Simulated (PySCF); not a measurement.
# Field gradients at the hydrogen positions

Species: C₆H₁₀S.
Geometry (GFN2-xTB, Å), atoms numbered from 1 in this order:
```
atom  x, y, z in Å
C1     3.120    0.186   -0.862
C2     2.003    0.088    0.051
C3     1.107    0.026    0.846
C4    -0.029   -0.099    1.721
S5    -1.217   -1.372    1.120
C6    -1.587   -0.719   -0.542
C7    -2.489    0.501   -0.509
H8     2.781    0.025   -1.885
H9     3.573    1.175   -0.792
H10    3.870   -0.566   -0.616
H11   -0.566    0.847    1.814
H12    0.272   -0.447    2.710
H13   -0.631   -0.504   -1.020
H14   -2.071   -1.547   -1.058
H15   -3.401    0.283    0.043
H16   -1.988    1.342   -0.035
H17   -2.755    0.792   -1.523
```

Level: PBE0/pcSseg-1 (PySCF, non-relativistic); Q(2H) = 0.00286 b; rigid geometry, the same for H and D, with no vibrational averaging.

**Question.** Rank these positions by the coupling χzz of a deuteron there, largest first.
A. H10 (methyl hydrogen)
B. H11 (methylene hydrogen)
C. H17 (methyl hydrogen)

**Answer.** C (211 kHz), A (207 kHz), B (203 kHz).

**Question.** What are Vzz, η and χzz (234.96 MHz × Q × Vzz) at all hydrogens?

**Answer.** 
```tsv
atom	bonded to	bond length (Å)	Vzz (au)	η	χzz (kHz)
H8	C1	1.090	0.3085	0.02	207
H9	C1	1.090	0.3087	0.02	207
H10	C1	1.090	0.3085	0.02	207
H11	C4	1.092	0.3018	0.01	203
H12	C4	1.091	0.3039	0.03	204
H13	C6	1.091	0.3001	0.02	202
H14	C6	1.089	0.3076	0.04	207
H15	C7	1.088	0.3123	0.02	210
H16	C7	1.088	0.3146	0.03	211
H17	C7	1.088	0.3147	0.02	211
```

The structure is a single GFN2-xTB conformer in the gas phase; no vibrational or solvent corrections. GFN2-xTB frequencies show an imaginary mode (34i cm⁻¹), so this geometry is no minimum at that level. GFN2-xTB bond lengths can be off by several hundredths of an ångström, more for odd bonds, and the gradients follow them. With so small a basis the couplings can be 20 % off.
